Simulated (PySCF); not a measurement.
C5H15AlSi, SMILES [CH3][Al]([CH3])[CH2][SiH](C)C (GFN2-xTB optimised geometry):

```
22

Si     1.255    -0.679     0.000
C      3.162    -0.679     0.000
C      0.638     1.122     0.000
C      0.535    -1.525    -1.551
Al    -1.236    -0.711    -2.001
C     -2.770    -1.012    -0.765
C     -1.410     0.398    -3.648
H      0.787    -1.336     1.238
H      3.560    -0.164    -0.870
H      3.554    -0.183     0.882
H      3.556    -1.691    -0.009
H      1.078     1.691    -0.814
H     -0.444     1.136    -0.142
H      0.859     1.644     0.925
H      0.493    -2.603    -1.369
H      1.235    -1.390    -2.385
H     -2.455    -1.524     0.151
H     -3.257    -0.081    -0.455
H     -3.560    -1.627    -1.211
H     -0.703     1.234    -3.676
H     -1.228    -0.180    -4.561
H     -2.412     0.830    -3.746
```

Computed with PBE0/def2-SVP in PySCF 2.14.0.

**Question.** What are the frontier orbital energies and the dipole moment?

**Answer.** HOMO-2 -8.42 eV, HOMO-1 -7.57 eV, HOMO -7.21 eV, LUMO -0.34 eV, LUMO+1 0.80 eV; dipole moment 0.51 D.

Meta-Löwdin charges at PBE0/def2-SVP: Si1 0.76, C2 -0.55, C3 -0.55, C4 -0.71, Al5 0.80, C6 -0.61, C7 -0.60, H8 -0.12, H9 0.11, H10 0.11, H11 0.11, H12 0.11, H13 0.11, H14 0.12, H15 0.12, H16 0.12, H17 0.11, H18 0.11, H19 0.11, H20 0.11, H21 0.11, H22 0.11.
